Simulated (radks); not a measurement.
Values are calculated unless marked as measured or tabulated.
Minus the highest occupied eigenvalue as an estimate of the ionisation energy, Kr to Kr19+. The LB94 potential has the -1/r tail that LDA and GGA lack but no energy functional. Code: a radial shooting solver on a logarithmic mesh with Libxc functionals. Model: scalar-relativistic Kohn-Sham, LB94 model potential, spin-polarised, spherical densities, finite nucleus; open shells are filled with parallel spins first; Fermi nuclear charge, rms radius 4.1884 fm.

species      configuration     HOMO  -e(HOMO) (eV)  <r> (bohr)  IE, NIST (eV)       kind
Kr                    [Kr]       4p         14.374        1.92         14.000       exp.
Kr+      [Ar] 3d10 4s2 4p5  4p down         25.129        1.81         24.360       exp.
Kr2+     [Ar] 3d10 4s2 4p4  4p down         37.053        1.71          35.84       exp.
Kr3+     [Ar] 3d10 4s2 4p3    4p up         50.841        1.66           50.9       exp.
Kr4+     [Ar] 3d10 4s2 4p2    4p up         64.505        1.59           64.7  semi-emp.
Kr5+     [Ar] 3d10 4s2 4p1    4p up         79.009        1.52           78.5  semi-emp.
Kr6+         [Ar] 3d10 4s2       4s         112.82        1.34         109.13     theory
Kr7+         [Ar] 3d10 4s1    4s up         130.48        1.31         125.80       exp.
Kr8+             [Ar] 3d10       3d         231.43       0.542            233  semi-emp.
Kr9+              [Ar] 3d9  3d down         268.42       0.526            268     theory
Kr10+             [Ar] 3d8  3d down         307.13       0.512            308     theory
Kr11+             [Ar] 3d7  3d down         347.47       0.498            350     theory
Kr12+             [Ar] 3d6  3d down         389.37       0.486            391     theory
Kr13+             [Ar] 3d5    3d up         442.01       0.472            446     theory
Kr14+             [Ar] 3d4    3d up         488.01       0.461            492     theory
Kr15+             [Ar] 3d3    3d up         535.53       0.451            540     theory
Kr16+             [Ar] 3d2    3d up         584.53       0.441            591     theory
Kr17+             [Ar] 3d1    3d up         634.93       0.432            640     theory
Kr18+                 [Ar]       3p         785.52       0.466         785.32  semi-emp.
Kr19+         [Ne] 3s2 3p5  3p down         833.68       0.460            832  semi-emp.

Reference values: NIST Atomic Spectra Database (exp. = measured, semi-emp. = semi-empirical, theory = theoretical value adopted there). Open shells are spherical and high-spin; term and fine-structure splittings are not resolved.
